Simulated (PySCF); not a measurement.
**Two-component Hartree-Fock for Re²⁺ (rhenium, charge +2)**

Start: [Xe] 4f14 5d4 6p1; 5d5/2 filled at m_j = -1/2, +1/2, +3/2, +5/2; 6p3/2 filled at m_j = +3/2. Calculated with PySCF 2.14 in x2c-SVPall-2c with one added diffuse shell each of s, d type (8s9p10d2f, 99 functions): generalised Hartree-Fock with the X2C-1e Hamiltonian and a Gaussian nucleus; one run each with spin-orbit coupling (SO) switched off, then screened by Boettger's factors. This is a chosen level, not necessarily the ground level.

```json
{"spinor shell": "1s1/2", "electrons": "2", "ε, spin-free (eV)": "-72087.6", "ε, screened SO (eV)": "-72064.9", "weight of nominal j (screened SO)": "1.000", "rms radius, screened SO (bohr)": "0.0204"}
{"spinor shell": "2s1/2", "electrons": "2", "ε, spin-free (eV)": "-12662.1", "ε, screened SO (eV)": "-12655.0", "weight of nominal j (screened SO)": "1.000", "rms radius, screened SO (bohr)": "0.0824"}
{"spinor shell": "2p1/2", "electrons": "2", "ε, spin-free (eV)": "-11058.8", "ε, screened SO (eV)": "-12089.2", "weight of nominal j (screened SO)": "1.000", "rms radius, screened SO (bohr)": "0.0700"}
{"spinor shell": "2p3/2", "electrons": "4", "ε, spin-free (eV)": "-11058.8", "ε, screened SO (eV)": "-10643.5", "weight of nominal j (screened SO)": "1.000", "rms radius, screened SO (bohr)": "0.0775"}
{"spinor shell": "3s1/2", "electrons": "2", "ε, spin-free (eV)": "-3013.4", "ε, screened SO (eV)": "-3011.0", "weight of nominal j (screened SO)": "1.000", "rms radius, screened SO (bohr)": "0.210"}
{"spinor shell": "3p1/2", "electrons": "2", "ε, spin-free (eV)": "-2532.5", "ε, screened SO (eV)": "-2758.9", "weight of nominal j (screened SO)": "1.000", "rms radius, screened SO (bohr)": "0.202"}
{"spinor shell": "3p3/2", "electrons": "4", "ε, spin-free (eV)": "-2532.5", "ε, screened SO (eV)": "-2439.6", "weight of nominal j (screened SO)": "1.000", "rms radius, screened SO (bohr)": "0.217"}
{"spinor shell": "3d3/2", "electrons": "4", "ε, spin-free (eV)": "-1980.4", "ε, screened SO (eV)": "-2019.9", "weight of nominal j (screened SO)": "1.000", "rms radius, screened SO (bohr)": "0.192"}
{"spinor shell": "3d5/2", "electrons": "6", "ε, spin-free (eV)": "-1980.4", "ε, screened SO (eV)": "-1951.8", "weight of nominal j (screened SO)": "1.000", "rms radius, screened SO (bohr)": "0.196"}
{"spinor shell": "4s1/2", "electrons": "2", "ε, spin-free (eV)": "-680.94", "ε, screened SO (eV)": "-680.23", "weight of nominal j (screened SO)": "1.000", "rms radius, screened SO (bohr)": "0.468"}
{"spinor shell": "4p1/2", "electrons": "2", "ε, spin-free (eV)": "-520.40", "ε, screened SO (eV)": "-573.65", "weight of nominal j (screened SO)": "1.000", "rms radius, screened SO (bohr)": "0.476"}
{"spinor shell": "4p3/2", "electrons": "4", "ε, spin-free (eV)": "-520.40", "ε, screened SO (eV)": "-498.38", "weight of nominal j (screened SO)": "1.000", "rms radius, screened SO (bohr)": "0.509"}
{"spinor shell": "4d3/2", "electrons": "4", "ε, spin-free (eV)": "-314.75", "ε, screened SO (eV)": "-322.83", "weight of nominal j (screened SO)": "0.999", "rms radius, screened SO (bohr)": "0.532"}
{"spinor shell": "4d5/2", "electrons": "6", "ε, spin-free (eV)": "-314.75", "ε, screened SO (eV)": "-308.68", "weight of nominal j (screened SO)": "0.999", "rms radius, screened SO (bohr)": "0.543"}
{"spinor shell": "5s1/2", "electrons": "2", "ε, spin-free (eV)": "-123.87", "ε, screened SO (eV)": "-123.76", "weight of nominal j (screened SO)": "1.000", "rms radius, screened SO (bohr)": "1.11"}
{"spinor shell": "5p1/2", "electrons": "2", "ε, spin-free (eV)": "-80.107", "ε, screened SO (eV)": "-88.816", "weight of nominal j (screened SO)": "0.938", "rms radius, screened SO (bohr)": "1.27"}
{"spinor shell": "4f5/2", "electrons": "6", "ε, spin-free (eV)": "-83.981", "ε, screened SO (eV)": "-85.144", "weight of nominal j (screened SO)": "0.984", "rms radius, screened SO (bohr)": "0.636"}
{"spinor shell": "4f7/2", "electrons": "8", "ε, spin-free (eV)": "-83.981", "ε, screened SO (eV)": "-82.580", "weight of nominal j (screened SO)": "0.986", "rms radius, screened SO (bohr)": "0.639"}
{"spinor shell": "5p3/2", "electrons": "4", "ε, spin-free (eV)": "-80.107", "ε, screened SO (eV)": "-76.305", "weight of nominal j (screened SO)": "0.965", "rms radius, screened SO (bohr)": "1.30"}
{"spinor shell": "5d5/2", "electrons": "4", "ε, spin-free (eV)": "-33.567", "ε, screened SO (eV)": "-33.415", "weight of nominal j (screened SO)": "0.553", "rms radius, screened SO (bohr)": "1.82"}
{"spinor shell": "6p3/2", "electrons": "1", "ε, spin-free (eV)": "-16.808", "ε, screened SO (eV)": "-16.643", "weight of nominal j (screened SO)": "1.000", "rms radius, screened SO (bohr)": "4.26"}
```

```json
{"quantity": "E (hartree)", "spin-free": "-16677.95078", "screened SO": "-16698.51317"}
{"quantity": "M_J", "spin-free": "11/2", "screened SO": "11/2"}
{"quantity": "⟨J²⟩", "spin-free": "35.754", "screened SO": "35.781"}
{"quantity": "⟨L²⟩", "spin-free": "12.003", "screened SO": "13.221"}
{"quantity": "⟨S²⟩", "spin-free": "8.752", "screened SO": "8.209"}
```

Each row is a mean over spinors that exchange with the open shell spreads, by up to 7.873 eV (5p3/2).

Rows whose weight is well below 1 are mixtures of j = l ± 1/2: exchange outweighs spin-orbit coupling there, and the label is only the starting occupation.

Breit and QED terms are absent; they matter most for the inner s and p1/2 levels.

Densities and radii are taken from the X2C orbitals without a picture-change correction, which distorts them close to the nucleus.

Without spin-orbit coupling the j labels of p, d and f shells carry no meaning; the spin-free column gives the mean over the occupied spinors of each nl shell.
